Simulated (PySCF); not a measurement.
C4H4BNO, SMILES N#CC1=CCB1O. Coordinates come from a PBE-D3(BJ)/def2-SVP optimisation. The structure was generated by enumeration, and PubChem lists no compound with its InChIKey, so it may never have been made. The values are those of a single conformer.

Level of theory: PySCF 2.14.0 with PBE-D3(BJ)/def2-SVP.

Harmonic wavenumbers (cm⁻¹): 84, 132, 172, 337, 421, 515, 571, 578, 612, 652, 807, 824, 884, 937, 1058, 1066, 1118, 1166, 1226, 1361, 1467, 1589, 2263, 2973, 3018, 3069, 3729. Rotational constants (GHz): 4.795, 1.974, 1.411; symmetry number 1.

### Question
Work out the zero-point energy and the ideal-gas rigid-rotor harmonic-oscillator thermochemistry at 298.15 K and 1 atm.

### Answer
ZPE = ½ Σ hcν = ½ × 32628 cm⁻¹ = 46.64 kcal/mol. H − E(el) = 51.49 kcal/mol. Entropy in cal/(mol K): translation 39.50, rotation 27.58, vibration 14.64, total 81.72. G − E(el) = 27.13 kcal/mol. Cp = 25.85 cal/(mol K). Modes under 150 cm⁻¹ make the vibrational entropy uncertain.
